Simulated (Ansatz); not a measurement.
Level of theory: r2SCAN-D4/def2-SVP run with Ansatz (an electronic-structure program). No frequencies were computed at this level.

Ansatz 0.2 input:
```yaml
crystal:
  periodic: [false, false, false]
  atoms:
    - { symbol: Nb, position_ang: [0.004668, 0.119322, -0.058945] }
    - { symbol: N, position_ang: [1.28152, -1.10505, -1.012761] }
    - { symbol: H, position_ang: [1.083656, -2.04664, -1.344175] }
    - { symbol: H, position_ang: [2.271501, -0.923075, -1.164236] }
    - { symbol: N, position_ang: [1.635851, 1.07315, 0.57895] }
    - { symbol: H, position_ang: [1.633555, 2.030693, 0.93236] }
    - { symbol: H, position_ang: [2.565374, 0.703996, 0.776891] }
    - { symbol: N, position_ang: [-0.582886, -0.144561, 1.845046] }
    - { symbol: H, position_ang: [-1.467958, -0.552715, 2.138486] }
    - { symbol: H, position_ang: [-0.022388, 0.016313, 2.678899] }
    - { symbol: N, position_ang: [-1.507725, -1.092614, -0.529186] }
    - { symbol: H, position_ang: [-1.915007, -1.858547, 0.006582] }
    - { symbol: H, position_ang: [-1.91873, -1.153485, -1.461584] }
    - { symbol: N, position_ang: [-0.720179, 1.687119, -1.058182] }
    - { symbol: H, position_ang: [-1.68102, 2.02235, -1.030036] }
    - { symbol: H, position_ang: [-0.192829, 2.291295, -1.685488] }
basis:
  gaussian: { orbitals: def2-svp }
hamiltonian:
  xc: r2scan
  dispersion: d4
relax:
  max_steps: 150
```

Output:

```
Functional definition: r2SCAN
1717 factors; their error is unknown
mean field evaluation 1: about -9126.0209 eV, gradient 1.3e2 eV
mean field evaluation 2: about -8946.3373 eV, gradient 2.8e2 eV
mean field evaluation 4: about -9157.2795 eV, gradient 1.9e1 eV
mean field evaluation 8: about -9158.1999 eV, gradient 4.8e-1 eV
mean field evaluation 16: about -9158.1330 eV, gradient 3.9e-4 eV
mean field -9158.13295579 eV, -336.5551785198 hartree, gradient 2.8e-5 eV, S^2 0.000000; 0 other end points of the search recorded, 0 dependent functions left out
reference -9158.13298793 eV, -336.5551797010 hartree; 29, 29 occupied and 122, 122 virtual orbitals, 1717 factors
relax step   1: F+E_penalty+E_count = -9158.23298933 eV  Δ(F+E_penalty+E_count) = +0.000e0 eV  max|allowed force component| = 8.963e-1 eV/Å  Δτ_max = 0.0000 Å  (32 SCF iters, accepted)
these checks for a lower state are left out or cut short: starts, cluster_reference, orbital_swaps, neighbouring_geometries, increment
1717 factors; their error is unknown
mean field -9158.16984296 eV, -336.5565340982 hartree, gradient 2.6e-5 eV, S^2 0.000000; 0 other end points of the search recorded, 0 dependent functions left out
reference -9158.16987480 eV, -336.5565352684 hartree; 29, 29 occupied and 122, 122 virtual orbitals, 1717 factors
relax step   2: F+E_penalty+E_count = -9158.26900283 eV  Δ(F+E_penalty+E_count) = -3.601e-2 eV  max|allowed force component| = 3.550e-1 eV/Å  Δτ_max = 0.1125 Å  (32 SCF iters, accepted)
these checks for a lower state are left out or cut short: starts, cluster_reference, orbital_swaps, neighbouring_geometries, increment
1717 factors; their error is unknown
mean field evaluation 32: about -9158.1953 eV, gradient 2.3e-3 eV
mean field -9158.19532347 eV, -336.5574704898 hartree, gradient 1.8e-5 eV, S^2 0.000000; 0 other end points of the search recorded, 0 dependent functions left out
reference -9158.19535571 eV, -336.5574716744 hartree; 29, 29 occupied and 122, 122 virtual orbitals, 1717 factors
relax step   3: F+E_penalty+E_count = -9158.29461718 eV  Δ(F+E_penalty+E_count) = -2.561e-2 eV  max|allowed force component| = 2.819e-1 eV/Å  Δτ_max = 0.1031 Å  (32 SCF iters, accepted)
these checks for a lower state are left out or cut short: starts, cluster_reference, orbital_swaps, neighbouring_geometries, increment
1717 factors; their error is unknown
mean field -9158.20394230 eV, -336.5577872261 hartree, gradient 1.3e-5 eV, S^2 0.000000; 0 other end points of the search recorded, 0 dependent functions left out
reference -9158.20397462 eV, -336.5577884136 hartree; 29, 29 occupied and 122, 122 virtual orbitals, 1717 factors
relax step   4: F+E_penalty+E_count = -9158.30337087 eV  Δ(F+E_penalty+E_count) = -8.754e-3 eV  max|allowed force component| = 2.115e-1 eV/Å  Δτ_max = 0.0558 Å  (32 SCF iters, accepted)
these checks for a lower state are left out or cut short: starts, cluster_reference, orbital_swaps, neighbouring_geometries, increment
1717 factors; their error is unknown
mean field -9158.21413106 eV, -336.5581616559 hartree, gradient 1.3e-5 eV, S^2 0.000000; 0 other end points of the search recorded, 0 dependent functions left out
reference -9158.21416371 eV, -336.5581628560 hartree; 29, 29 occupied and 122, 122 virtual orbitals, 1717 factors
relax step   5: F+E_penalty+E_count = -9158.31371490 eV  Δ(F+E_penalty+E_count) = -1.034e-2 eV  max|allowed force component| = 2.481e-1 eV/Å  Δτ_max = 0.2000 Å  (39 SCF iters, accepted)
these checks for a lower state are left out or cut short: starts, cluster_reference, orbital_swaps, neighbouring_geometries, increment
1717 factors; their error is unknown
mean field -9158.21583146 eV, -336.5582241445 hartree, gradient 1.5e-5 eV, S^2 0.000000; 0 other end points of the search recorded, 0 dependent functions left out
reference -9158.21586423 eV, -336.5582253488 hartree; 29, 29 occupied and 122, 122 virtual orbitals, 1717 factors
relax step   6: F+E_penalty+E_count = -9158.31541714 eV  Δ(F+E_penalty+E_count) = -1.702e-3 eV  max|allowed force component| = 5.829e-1 eV/Å  Δτ_max = 0.0527 Å  (33 SCF iters, accepted)
these checks for a lower state are left out or cut short: starts, cluster_reference, orbital_swaps, neighbouring_geometries, increment
1717 factors; their error is unknown
mean field -9158.21526016 eV, -336.5582031495 hartree, gradient 1.9e-5 eV, S^2 0.000000; 0 other end points of the search recorded, 0 dependent functions left out
reference -9158.21529299 eV, -336.5582043562 hartree; 29, 29 occupied and 122, 122 virtual orbitals, 1717 factors
relax step   7: F+E_penalty+E_count = -9158.31490369 eV  Δ(F+E_penalty+E_count) = +5.134e-4 eV  max|allowed force component| = 3.916e-1 eV/Å  Δτ_max = 0.1322 Å  (33 SCF iters, rejected (line search))
these checks for a lower state are left out or cut short: starts, cluster_reference, orbital_swaps, neighbouring_geometries, increment
1717 factors; their error is unknown
mean field evaluation 64: about -9158.2406 eV, gradient 4.1e0 eV
mean field -9158.22778853 eV, -336.5586635586 hartree, gradient 1.3e-5 eV, S^2 0.000000; 0 other end points of the search recorded, 0 dependent functions left out
reference -9158.22782131 eV, -336.5586647633 hartree; 29, 29 occupied and 122, 122 virtual orbitals, 1717 factors
relax step   8: F+E_penalty+E_count = -9158.32745026 eV  Δ(F+E_penalty+E_count) = -1.203e-2 eV  max|allowed force component| = 1.427e-1 eV/Å  Δτ_max = 0.0646 Å  (32 SCF iters, accepted)
these checks for a lower state are left out or cut short: starts, cluster_reference, orbital_swaps, neighbouring_geometries, increment
1717 factors; their error is unknown
mean field -9158.22600007 eV, -336.5585978339 hartree, gradient 1.5e-5 eV, S^2 0.000000; 0 other end points of the search recorded, 0 dependent functions left out
reference -9158.22603289 eV, -336.5585990400 hartree; 29, 29 occupied and 122, 122 virtual orbitals, 1717 factors
relax step   9: F+E_penalty+E_count = -9158.32574363 eV  Δ(F+E_penalty+E_count) = +1.707e-3 eV  max|allowed force component| = 7.429e-2 eV/Å  Δτ_max = 0.1000 Å  (32 SCF iters, rejected (line search))
these checks for a lower state are left out or cut short: starts, cluster_reference, orbital_swaps, neighbouring_geometries, increment
1717 factors; their error is unknown
mean field -9158.23042765 eV, -336.5587605444 hartree, gradient 1.5e-5 eV, S^2 0.000000; 0 other end points of the search recorded, 0 dependent functions left out
reference -9158.23046043 eV, -336.5587617492 hartree; 29, 29 occupied and 122, 122 virtual orbitals, 1717 factors
relax step  10: F+E_penalty+E_count = -9158.33008323 eV  Δ(F+E_penalty+E_count) = -2.633e-3 eV  max|allowed force component| = 5.761e-2 eV/Å  Δτ_max = 0.0486 Å  (32 SCF iters, accepted)
these checks for a lower state are left out or cut short: starts, cluster_reference, orbital_swaps, neighbouring_geometries, increment
1717 factors; their error is unknown
mean field -9158.23111038 eV, -336.5587856346 hartree, gradient 1.4e-5 eV, S^2 0.000000; 0 other end points of the search recorded, 0 dependent functions left out
reference -9158.23114317 eV, -336.5587868395 hartree; 29, 29 occupied and 122, 122 virtual orbitals, 1717 factors
relax step  11: F+E_penalty+E_count = -9158.33076152 eV  Δ(F+E_penalty+E_count) = -6.783e-4 eV  max|allowed force component| = 1.926e-2 eV/Å  Δτ_max = 0.0286 Å  (34 SCF iters, accepted)
these checks for a lower state are left out or cut short: starts, cluster_reference, orbital_swaps, neighbouring_geometries, increment
1717 factors; their error is unknown
mean field evaluation 96: about -9158.2313 eV, gradient 2.4e-3 eV
mean field -9158.23127931 eV, -336.5587918425 hartree, gradient 1.4e-5 eV, S^2 0.000000; 0 other end points of the search recorded, 0 dependent functions left out
reference -9158.23131210 eV, -336.5587930474 hartree; 29, 29 occupied and 122, 122 virtual orbitals, 1717 factors
relax step  12: F+E_penalty+E_count = -9158.33093967 eV  Δ(F+E_penalty+E_count) = -1.781e-4 eV  max|allowed force component| = 2.180e-2 eV/Å  Δτ_max = 0.0151 Å  (34 SCF iters, accepted)
these checks for a lower state are left out or cut short: starts, cluster_reference, orbital_swaps, neighbouring_geometries, increment
1717 factors; their error is unknown
mean field -9158.23133772 eV, -336.5587939891 hartree, gradient 2.5e-5 eV, S^2 0.000000; 0 other end points of the search recorded, 0 dependent functions left out
reference -9158.23137051 eV, -336.5587951940 hartree; 29, 29 occupied and 122, 122 virtual orbitals, 1717 factors
relax step  13: F+E_penalty+E_count = -9158.33099729 eV  Δ(F+E_penalty+E_count) = -5.762e-5 eV  max|allowed force component| = 7.791e-3 eV/Å  Δτ_max = 0.0044 Å  (26 SCF iters, accepted)
1717 factors; their error is unknown
mean field -9158.23133772 eV, -336.5587939891 hartree, gradient 2.7e-5 eV, S^2 0.000000; 1 other end points of the search recorded, 0 dependent functions left out
reference -9158.23137051 eV, -336.5587951940 hartree; 29, 29 occupied and 122, 122 virtual orbitals, 1717 factors
Total energy: -9158.33103008 eV, -336.5624576156 hartree
Atom 0 at    -0.020976     0.175067    -0.093035 Å, force     0.001294    -0.002079    -0.002250 eV/Å
Atom 1 at     1.238763    -0.994308    -1.138761 Å, force     0.001477     0.000750    -0.002304 eV/Å
Atom 2 at     1.021965    -1.935931    -1.455637 Å, force     0.000825     0.000875     0.000369 eV/Å
Atom 3 at     2.241710    -0.825297    -1.185486 Å, force    -0.000507    -0.001830    -0.000176 eV/Å
Atom 4 at     1.694544     0.964329     0.644966 Å, force    -0.001143     0.007791     0.000749 eV/Å
Atom 5 at     1.718179     1.930422     0.976401 Å, force     0.000819    -0.003358    -0.000092 eV/Å
Atom 6 at     2.515377     0.484612     1.011748 Å, force    -0.002482    -0.002336    -0.001530 eV/Å
Atom 7 at    -0.662694     0.008619     1.806432 Å, force    -0.000640     0.000727     0.003265 eV/Å
Atom 8 at    -1.514254    -0.487323     2.062414 Å, force     0.000198     0.000416     0.000783 eV/Å
Atom 9 at    -0.081133     0.162558     2.626348 Å, force    -0.002174    -0.001424    -0.002048 eV/Å
Atom 10 at    -1.464291    -1.201573    -0.457511 Å, force     0.000194    -0.003908     0.002992 eV/Å
Atom 11 at    -1.656550    -2.071054     0.038178 Å, force     0.000421     0.004123    -0.002266 eV/Å
Atom 12 at    -1.911467    -1.254387    -1.374477 Å, force     0.001030     0.000320     0.001563 eV/Å
Atom 13 at    -0.741323     1.730102    -1.086975 Å, force    -0.002070     0.004749    -0.000884 eV/Å
Atom 14 at    -1.567584     2.263788    -0.821271 Å, force     0.001457    -0.001415     0.001580 eV/Å
Atom 15 at    -0.342865     2.117927    -1.940713 Å, force     0.001301    -0.003400     0.000248 eV/Å
Dipole moment:     0.013786    -0.028050     0.018161 e Å
```

Cost: around 2.1 core-minutes (rough).
